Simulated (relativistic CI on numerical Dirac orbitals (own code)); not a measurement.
Method of calculation: Dirac-Coulomb-Breit CI, orbitals from a KLI potential per configuration, model QED (radiative potential, 1s self-energy scaled to tabulated hydrogen-like ionisation energies), unscaled Slater integrals (own radial code, finite nucleus).

Configuration list (outside the closed core [Ar] 3d10): 4s2 4p6 4d10 4f9, 4s2 4p6 4d10 4f8 5s, 4s2 4p6 4d10 4f7 5s2, 4s2 4p6 4d10 4f7 5s 5p, 4s2 4p6 4d10 4f8 5p, 4s2 4p6 4d8 4f11, 4s2 4p6 4d10 4f8 6s, 4s2 4p5 4d10 4f10, 4p6 4d10 4f11. Levels of other configurations are missing.

At this charge transitions that keep the count of f electrons are usually good to a few per cent. Terms inside the open d or f shell come out 10 to 20 % too wide with unscaled integrals. Levels that differ in their count of f electrons can be misplaced by several ten thousand cm⁻¹, since the correlation energy of f electrons is missing or only estimated; rates across such gaps can be off by orders of magnitude.

Outline of the computed level scheme of Hf XVIII. Lowest level of each configuration: 4s2 4p6 4d10 4f9 6H°_15/2 at 0.0000 eV; 4s2 4p6 4d10 4f8 5s 8F_13/2 at 7.4654 eV.

Some strong electric-dipole decays among the lowest 45 levels: 4s2 4p6 4d10 4f8 5s 8F_13/2 → 4s2 4p6 4d10 4f9 6H°_15/2 (5.3e+01 s⁻¹); 4s2 4p6 4d10 4f8 5s 8F_11/2 → 4s2 4p6 4d10 4f9 6H°_11/2 (4.8e+01 s⁻¹).

LS names give the leading component of a level, which can be under half, so a name can repeat, a term be missing and a line seem to break the LS rules.
